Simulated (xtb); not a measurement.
C₃H₃BF₂, SMILES C#CB(F)CF. All values are semi-empirical tight-binding results from xtb (GFN2-xTB unless named), good for trends rather than for accurate numbers. Geometry: GFN2-xTB. This is a generated structure with no PubChem entry under its InChIKey; it may be hypothetical. One conformer was computed; it need not be the lowest.

Computed properties:
```yaml
point_group_as_xtb_finds_it: Cs
orbital_gap: 3.95 eV
dipole_moment: 0.85 D
zero_point_energy: 33.5 kcal/mol
G − E(el) at 298.15 K (modified RRHO): 13.9 kcal/mol
static polarisability (D4 model): 47.3 bohr³
solvation energy, GFN2-xTB/ALPB(water): -3.3 kcal/mol
solvation energy, GFN2-xTB/ALPB(dmf): -5.6 kcal/mol
```

Computed IR lines (harmonic; lines under 4 % of the strongest left out, lines within 3 cm⁻¹ merged):
ν (cm⁻¹): 78 (w), 232 (w), 413 (w), 492 (w), 680 (m), 774 (s), 1030 (s), 1131 (vs), 1184 (w), 1249 (vs), 1309 (vs), 1412 (w), 2206 (s), 2908 (w), 2926 (w) (against the strongest line: vs over 80 %, s over 45 %, m over 15 %, w over 4 %, vw less)
